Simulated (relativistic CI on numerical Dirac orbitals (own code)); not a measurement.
Crystal-field levels of Eu²⁺, 4f7

Calculated by Dirac-Coulomb-Breit CI, KLI orbitals optimised for each configuration, model QED (radiative potential, 1s self-energy scaled to tabulated hydrogen-like ionisation energies), valence Slater integrals scaled by 0.85, one configuration in a parametric crystal field (own radial code).

Field parameters in Wybourne normalisation. The field is a parameter set, without covalency.

S and J are read from ⟨S²⟩ = S(S + 1) and ⟨J²⟩ = J(J + 1) of each level; they are not fictitious spins.

D4h, B20 = -470, B40 = 1030, B44 = -410, B60 = 20, B64 = -440 cm⁻¹, the lowest 10 levels:

```
E (cm⁻¹)  Degeneracy  Irrep     S     J
     0.0           2     Γ6  3.48  3.50
     0.1           2     Γ7  3.48  3.50
     0.2           2     Γ7  3.48  3.50
     0.4           2     Γ6  3.48  3.50
   28073           2     Γ6  2.46  3.51
   28081           2     Γ7  2.46  3.51
   28106           2     Γ7  2.46  3.51
   28155           2     Γ6  2.46  3.51
   28517           2     Γ6  2.48  2.52
   28517           2     Γ7  2.48  2.52
```

Principal g values of the ground doublet: 1.99, 7.98, 7.98.

D3d, B20 = 1420, B40 = -1050, B43 = -200, B60 = 390, B63 = -190, B66 = -120 cm⁻¹, the lowest 16 levels:

```tsv
E (cm⁻¹)	Degeneracy	Irrep	S	J
0.0	2	Γ4	3.48	3.50
0.7	2	Γ4	3.48	3.50
1.1	2	Γ5+Γ6	3.48	3.50
1.3	2	Γ4	3.48	3.50
27945	2	Γ4	2.46	3.51
28078	2	Γ4	2.46	3.49
28162	2	Γ5+Γ6	2.46	3.49
28204	2	Γ4	2.46	3.50
28472	2	Γ4	2.48	2.54
28530	2	Γ5+Γ6	2.48	2.49
28575	2	Γ4	2.48	2.51
28915	2	Γ4	2.48	1.56
29013	2	Γ5+Γ6	2.48	1.61
30578	2	Γ4	2.44	3.50
30618	2	Γ4	2.44	3.50
30632	2	Γ5+Γ6	2.44	3.50
```

Principal g values of the ground doublet: 0.00, 0.00, 13.97.

The next free-ion level lies 28115 cm⁻¹ above the lowest; the field splits the ground level into components whose J stays near 7/2 as long as their spread is small against that gap.

Levels of this model without a field, named by their leading LS term: 8S°_7/2 0, 6P°_7/2 28115, 6P°_5/2 28544, 6P°_3/2 28964, 6I°_7/2 30621, 6I°_9/2 30891, 6I°_17/2 30969, 6I°_11/2 31111 cm⁻¹.
